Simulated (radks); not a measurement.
All-electron atom: Si9+ in [He] 2s2 2p1. Calculated with a radial shooting solver on a logarithmic mesh with Libxc functionals: non-relativistic Kohn-Sham, PBE, spin-polarised, spherical densities, point nucleus; open shells are filled with parallel spins first.

Normalised radial functions P(r) = r R(r), r in bohr:

r          1s up  2s down
0.004343  0.4165   0.1283
0.005305  0.5019   0.1546
0.006428  0.5987   0.1843
0.007851  0.7168   0.2206
0.009513  0.8485   0.2610
0.01153   0.9996   0.3071
0.01408   1.1781   0.3614
0.01706   1.3692   0.4191
0.02083   1.5864   0.4839
0.02525   1.8076   0.5485
0.03083   2.0425   0.6147
0.03736   2.2603   0.6719
0.04527   2.4545   0.7155
0.05529   2.6102   0.7364
0.067     2.6920   0.7206
0.08183   2.6829   0.6526
0.09915   2.5663   0.5246
0.1201    2.3382   0.3255
0.1467    1.9938   0.0404
0.1778    1.5916  -0.2968
0.2172    1.1491  -0.6839
0.2631    0.7568  -1.0432
0.3188    0.4403  -1.3323
0.3894    0.2134  -1.4940
0.4718    0.0884  -1.4733
0.5763    0.0279  -1.2721
0.6983    0.0070  -0.9619
0.8529    0.0012  -0.6103
1.033     0.0001  -0.3278
1.252     0.0000  -0.1417
1.529     0.0000  -0.0448

1s up: eigenvalue -2136.7 eV, 0 radial nodes, <r> = 0.111 bohr, 90 % of the charge inside 0.198 bohr. 2s down: eigenvalue -401.37 eV, 1 radial node at r = 0.150 bohr, <r> = 0.495 bohr, 90 % of the charge inside 0.760 bohr.
